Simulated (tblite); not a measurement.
Species: 6-chloro-1-hexene, C6H11Cl.
Numbering: `[CH2:1]=[CH:2][CH2:3][CH2:4][CH2:5][CH2:6][Cl:7]` (hydrogens: H8, H9 on C1; H10 on C2; H11, H12 on C3; H13, H14 on C4; H15, H16 on C5; H17, H18 on C6)

Computed with GFN2-xTB (tblite), gas phase: L-BFGS steps from a force-field or distance-geometry start until the largest atomic force falls under 0.01 eV/Å.

The end geometry, which sets the zero of energy:
```
atom  x, y, z in Å
C1     -2.5187    1.0621    0.0186
C2     -1.8610   -0.0620    0.2309
C3     -1.1395   -0.8370   -0.8254
C4      0.3596   -0.9426   -0.5265
C5      1.0363    0.4261   -0.5567
C6      2.5134    0.3552   -0.2117
Cl7     3.4253   -0.5387   -1.4619
H8     -3.0224    1.5894    0.8111
H9     -2.5841    1.5017   -0.9636
H10    -1.8096   -0.4837    1.2272
H11    -1.2862   -0.3636   -1.7979
H12    -1.5571   -1.8469   -0.8706
H13     0.5015   -1.3937    0.4585
H14     0.8306   -1.5933   -1.2651
H15     0.9164    0.8720   -1.5460
H16     0.5520    1.0845    0.1689
H17     2.9574    1.3492   -0.1588
H18     2.6775   -0.1724    0.7279
```

**Question.** These geometries come from the run, each turned onto the end geometry. Order them by energy, lowest first.
A.
```
atom  x, y, z in Å
C1     -2.4657    1.0869    0.0046
C2     -1.8302   -0.0481    0.2360
C3     -1.1356   -0.8530   -0.8171
C4      0.3651   -0.9935   -0.5526
C5      1.0105    0.3877   -0.5336
C6      2.4899    0.3864   -0.1991
Cl7     3.4139   -0.5326   -1.4076
H8     -2.9583    1.6368    0.7904
H9     -2.5313    1.5186   -0.9831
H10    -1.7809   -0.4441    1.2442
H11    -1.2805   -0.3723   -1.7862
H12    -1.5787   -1.8514   -0.8634
H13     0.5334   -1.5086    0.3966
H14     0.8058   -1.5955   -1.3482
H15     0.8563    0.8702   -1.5029
H16     0.5071    0.9929    0.2223
H17     2.8861    1.4052   -0.2109
H18     2.6845   -0.0791    0.7694
```
B.
```
atom  x, y, z in Å
C1     -2.4601    1.0891   -0.0140
C2     -1.8193   -0.0373    0.2052
C3     -1.1109   -0.8242   -0.8219
C4      0.3709   -0.9683   -0.5606
C5      1.0130    0.3779   -0.4833
C6      2.4832    0.3452   -0.2281
Cl7     3.4216   -0.5266   -1.4467
H8     -2.9525    1.6092    0.8376
H9     -2.5152    1.5038   -1.0134
H10    -1.8012   -0.4149    1.2570
H11    -1.2733   -0.3176   -1.7920
H12    -1.5211   -1.8780   -0.8323
H13     0.5416   -1.5012    0.3935
H14     0.7615   -1.6276   -1.3795
H15     0.8782    0.8185   -1.5220
H16     0.4855    0.9952    0.2807
H17     2.8550    1.4111   -0.2253
H18     2.6346   -0.0478    0.8038
```
C.
```
atom  x, y, z in Å
C1     -2.4687    1.0835    0.0104
C2     -1.8333   -0.0514    0.2319
C3     -1.1447   -0.8547   -0.8244
C4      0.3579   -0.9824   -0.5542
C5      1.0077    0.3982   -0.5298
C6      2.4897    0.3820   -0.2020
Cl7     3.4267   -0.5390   -1.4139
H8     -2.9565    1.6383    0.7934
H9     -2.5311    1.5055   -0.9783
H10    -1.7763   -0.4566    1.2332
H11    -1.2933   -0.3849   -1.7977
H12    -1.5916   -1.8518   -0.8567
H13     0.5289   -1.4852    0.3990
H14     0.8206   -1.5900   -1.3338
H15     0.8624    0.8742   -1.5004
H16     0.5074    1.0155    0.2215
H17     2.9006    1.3932   -0.2008
H18     2.6850   -0.0881    0.7615
```
D.
```
atom  x, y, z in Å
C1     -2.4635    1.0898   -0.0013
C2     -1.8272   -0.0340    0.2292
C3     -1.1282   -0.8431   -0.8251
C4      0.3709   -0.9946   -0.5587
C5      1.0065    0.3906   -0.5191
C6      2.4899    0.3778   -0.1990
Cl7     3.4180   -0.5288   -1.4393
H8     -2.9463    1.6067    0.8131
H9     -2.5194    1.5073   -1.0022
H10    -1.7967   -0.4161    1.2400
H11    -1.2725   -0.3328   -1.7854
H12    -1.5239   -1.8557   -0.8406
H13     0.5388   -1.5019    0.3897
H14     0.7681   -1.6108   -1.3646
H15     0.8740    0.8258   -1.5003
H16     0.4990    0.9869    0.2609
H17     2.8571    1.3932   -0.2253
H18     2.6468   -0.0539    0.7868
```
E.
```
atom  x, y, z in Å
C1     -2.4782    1.0742    0.0126
C2     -1.8450   -0.0639    0.2254
C3     -1.1469   -0.8585   -0.8326
C4      0.3558   -0.9527   -0.5466
C5      1.0158    0.4248   -0.5427
C6      2.4940    0.3687   -0.2034
Cl7     3.4099   -0.5469   -1.4316
H8     -2.9543    1.6244    0.8067
H9     -2.5520    1.5038   -0.9736
H10    -1.7793   -0.4723    1.2266
H11    -1.3109   -0.4015   -1.8107
H12    -1.5589   -1.8717   -0.8536
H13     0.5063   -1.4285    0.4253
H14     0.8283   -1.5798   -1.3038
H15     0.8841    0.8971   -1.5175
H16     0.5285    1.0571    0.2037
H17     2.9301    1.3663   -0.1727
H18     2.6642   -0.1343    0.7476
```

**Answer.** E (0.003 eV), C (0.010 eV), A (0.018 eV), D (0.098 eV), B (0.351 eV).

In the order of the answer:

| step | E above end (eV) | largest force (eV/Å) | rms force component (eV/Å) | rms distance from end (Å) | rms bond change (Å) | bond most changed (Å) |
| --- | --- | --- | --- | --- | --- | --- |
| 25 | 0.003 | 0.04 | 0.013 | 0.040 | 0.001 | C6–Cl7 -0.002 |
| 13 | 0.010 | 0.09 | 0.028 | 0.064 | 0.001 | C6–H17 +0.002 |
| 7 | 0.018 | 0.18 | 0.048 | 0.073 | 0.003 | C6–Cl7 -0.010 |
| 2 | 0.098 | 0.66 | 0.218 | 0.085 | 0.006 | C5–H16 +0.012 |
| 0 | 0.351 | 2.15 | 0.683 | 0.093 | 0.027 | C5–H15 +0.045 |

What follows is the cost of the whole relaxation. Time: 0.34 s. Hardware: an Arm Neoverse V1 with one thread, on a shared host.
